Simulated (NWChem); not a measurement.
SiH$_{3}$O$_{2}$Cl; SMILES O[SiH](O)Cl

```xyz
7

Si    -0.0134     0.4369     0.3822
O     -1.2920     1.2518    -0.2430
O      1.3811     1.0443    -0.2566
Cl    -0.0716    -1.5805    -0.0957
H     -0.1147     0.5611     1.8478
H     -1.3076     1.3864    -1.1959
H      2.1139     0.4340    -0.3800
```
Atoms are numbered in this order, from 1.

All runs use the structure optimised with PBE0/def2-SVP.

Task: List the 4 lowest vertical singlet excitations from BHandHLYP/6-31+G* (spherical d), TDA (NWChem).

Result: 
```csv
state,energy (eV),oscillator strength,leading excitation (squared amplitude)
S1,8.46,0.033,HOMO → LUMO (0.42)
S2,8.58,0.046,HOMO → LUMO (0.30)
S3,8.71,0.079,HOMO−2 → LUMO (0.43)
S4,8.99,0.074,HOMO → LUMO+1 (0.32)
```
